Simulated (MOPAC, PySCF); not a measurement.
HF$_{3}$OSi, SMILES `[Si](F)(O)(F)F`, neutral singlet in the gas phase. 

Cartesian coordinates (Å):
```xyz
6

O      1.2207     0.0730     0.4186
Si    -0.3578     0.0062     0.0505
F     -0.7780    -1.3905    -0.5854
F     -0.7907     1.1317    -0.9877
F     -1.1623     0.2171     1.3978
H      1.8681    -0.0374    -0.2938
```
Charge 0, spin multiplicity 1.

All levels are single points at this geometry (PBE-D3(BJ)/def2-TZVP); Pople sets use spherical d functions. Orbital energies aren't observables, and empty levels follow the basis.

| level | HOMO (eV) | LUMO (eV) | gap (eV) | dipole (D) | vertical IE, Delta-SCF (eV) |
|---|---|---|---|---|---|
| PBE-D3(BJ)/def2-TZVP in PySCF | -8.80 | -0.91 | 7.89 | 2.12 | 12.90 |
| B3LYP/LANL2DZ in PySCF | -10.80 | -0.75 | 10.04 | 2.81 | – |
| HF/STO-3G in PySCF | -10.76 | 11.68 | 22.44 | 1.52 | – |
| AM1 in MOPAC | -13.55 | 1.33 | 14.88 | 1.92 | – |
| PM3 in MOPAC | -12.16 | 1.15 | 13.31 | 1.60 | – |
| PM6 in MOPAC | -13.56 | 0.13 | 13.70 | 2.49 | – |
